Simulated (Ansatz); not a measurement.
HKO (SMILES [OH][K]) moved off its minimum; all values from Ansatz (an electronic-structure program), cores frozen in correlated methods.
(charge 0, multiplicity 1)
```xyz
3

K      0.0080     0.0828    -0.7583
O     -0.0241    -0.0491     1.4242
H      0.0069    -0.0125     2.3906
```

Forces at wB97M-V/def2-TZVPP (eV/Å):

```tsv
atom	Fx	Fy	Fz
K1	-0.005	0.001	-0.368
O2	0.050	0.074	1.066
H3	-0.045	-0.075	-0.697
```

Task: Give the forces (eV/Å), the total energy and the dipole at CCSD(T)/def2-TZVPPD.

Result: 
```
atom      Fx      Fy      Fz
----  ------  ------  ------
K1     0.004   0.038  -1.025
O2     0.040   0.037   1.603
H3    -0.044  -0.075  -0.578
```
Energy -674.9233 hartree, dipole 7.53 D.
